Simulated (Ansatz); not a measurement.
# A basis-limit estimate, worked out

An elementary step of Si$_{2}$NH$_{8}$F, closed shell (Si₂NH₇ ([NH2][SiH2][SiH3]) + HF → SiNH₄F ([NH2][SiH2][F]) + SiH₄; bonds formed: Si1–F7, Si2–H6; bonds broken: Si1–Si2, H6–F7). “Start” is the structure reached by relaxing down from the saddle towards the reactants; PBE0-D4/def2-TZVP structures. The saddle:

Si1  (-0.692, 0.246, -0.492)
Si2  (0.718, -1.359, 0.943)
H3  (-0.298, -0.841, -1.454)
H4  (-2.130, 0.022, -0.239)
N5  (-0.083, 1.610, -1.284)
H6  (-0.088, 0.264, 1.214)
F7  (-0.656, 1.297, 1.203)
H8  (1.113, -1.376, 2.383)
H9  (-0.131, -2.546, 0.670)
H10  (1.947, -1.391, 0.112)
H11  (0.348, 1.550, -2.188)
H12  (-0.048, 2.524, -0.867)
(Å)

Program: Ansatz 0.2.0. Basis: def2-TZVPP and def2-QZVPP. Cores are frozen in the correlated methods.

Energies in eV:

| quantity | saddle | start |
| --- | --- | --- |
| Hartree–Fock, triple zeta (X = 3) | -20039.66380 | -20041.73724 |
| Hartree–Fock, quadruple zeta (X = 4) | -20040.37257 | -20042.43762 |
| MP2 correlation, X = 3 | -21.10409 | -20.41602 |
| MP2 correlation, X = 4 | -22.76991 | -22.07010 |
| CCSD(T) correlation, X = 3 | -23.15039 | -22.54089 |

Problem. Work out the barrier at the basis limit: extrapolate Hartree–Fock as E(X) = E∞ + A exp(−7.88 √X) and the MP2 correlation as E(X) = E∞ + B X^−2.97 (the exponents that Neese and Valeev fitted for def2-TZVPP and QZVPP), then add CCSD(T) − MP2 in triple zeta.

Solution. Each step is linear, so take the differences first (saddle − start): Hartree–Fock 2.07344 (X = 3) and 2.06505 (X = 4); MP2 correlation -0.68807 and -0.69981; CCSD(T) correlation -0.60950.
Two points give E∞ = E(4) + w [E(4) − E(3)], with w = 1/(exp(7.88 (2 − √3)) − 1) = 0.1377 for Hartree–Fock and w = 1/((4/3)^2.97 − 1) = 0.7407 for the correlation.
Hartree–Fock: 2.06505 + 0.1377 × (-0.00839) = 2.0639 eV.
MP2 correlation: -0.69981 + 0.7407 × (-0.01174) = -0.7085 eV.
CCSD(T) − MP2: -0.60950 − (-0.68807) = 0.0786 eV.
Sum: 2.0639 + (-0.7085) + 0.0786 = 1.4340 eV, or 33.07 kcal/mol. Plain CCSD(T) in triple zeta gives 1.4639 eV, so the larger basis shifts the result by -0.0299 eV.

The T1 diagnostic stays at or below 0.014.

Labels in which every atom is bracketed show which atoms are joined, not bond orders.

For scale, one of the runs: CCSD(T)/def2-TZVPP, 258 basis functions, launched by `ansatz run in.yaml --threads 4 --pin off --events-out ev --progress --plain --max-ram 9574MiB`. The run took 2.2 min on 4 CPU threads of an Arm Neoverse V2 (shared host), with 5.7 GiB of host memory at its peak.
